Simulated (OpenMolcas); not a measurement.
**Ca: effect of the basis set**

```
Program             : OpenMolcas
Method              : SS-CASPT2, IPEA 0.25 Eh, imaginary shift 0.1 Eh (closed shells correlated: 3s 3p)
Active space        : 2 electrons in 8 orbitals (4s 4p 5s 5p)
State averaging     : 2S+1 = 3 even, 3 roots; 2S+1 = 1 even, 7 roots; 2S+1 = 3 odd, 3 roots; 2S+1 = 1 odd, 3 roots
Spin-orbit coupling : state interaction with AMFI integrals over the reference wave functions, term energies averaged over their components
```

A. ANO-RCC-VTZP [6s5p2d1f], DKH2, point nucleus; CASPT2 step about 4 core-seconds
B. ANO-RCC-VQZP [7s6p3d2f1g], DKH2, point nucleus; CASPT2 step roughly 8 core-seconds
C. ANO-RCC [10s9p6d4f2g], DKH2, point nucleus; CASPT2 step of the order of 15 core-seconds

Energies in cm⁻¹ above 4s² ¹S₀, the measured ground level; measured values from NIST Handbook of Basic Atomic Spectroscopic Data.

| Level | A | B | C | Measured |
| --- | --- | --- | --- | --- |
| 4s² ¹S₀ | 0.0 | 0.0 | 0.0 | 0.0 |
| 4s 4p ³P°₀ | 14930 | 14980 | 15140 | 15158 |
| 4s 4p ³P°₁ | 14970 | 15020 | 15180 | 15210 |
| 4s 4p ³P°₂ | 15050 | 15100 | 15250 | 15316 |
| 4s 4p ¹P°₁ | 27220 | 26170 | 25890 | 23652 |

Deviations, from unrounded energies. A percentage is the sum of absolute deviations over the sum of measured energies, with the sign that they share, or ± where signs differ.

```
           Against measurement  Levels     A     B     C
mean absolute deviation (cm-1)       4  1100   770   590
      other configurations (%)       4  ±6.2  ±4.5  ±3.4
```

C lies closest to measurement on these levels and A furthest from it. The largest miss of C in the table is 4s 4p ¹P°₁, by +2200 cm-1. The ranking rests on the paired levels alone, and a cruder setting can come out closer through cancelling errors.

Among A to C the level of the table that moves most is 4s 4p ¹P°₁, by 1300 cm-1 (lowest in C, highest in A). Moves below CASPT2's spread within the term are not significant.

Over all roots computed the reference weight is 0.89 to 0.95 in A, 0.88 to 0.95 in B, 0.87 to 0.94 in C; the roots of lowest weight are the least certain, and an intruder state may touch them. The run also gave levels led by 4s 5s, which use shells meant for correlation; these and all levels above them are left out. Measured partners are found by configuration, term and J. A level has none where our copy of the source lacks it or the pairing is in doubt (some pairs that miss far off the trend of their configuration count as doubtful), and it then counts in no deviation. Only configurations of the active space appear. Levels that lie high or do not pair safely by name in every column are left out.

° marks odd parity.
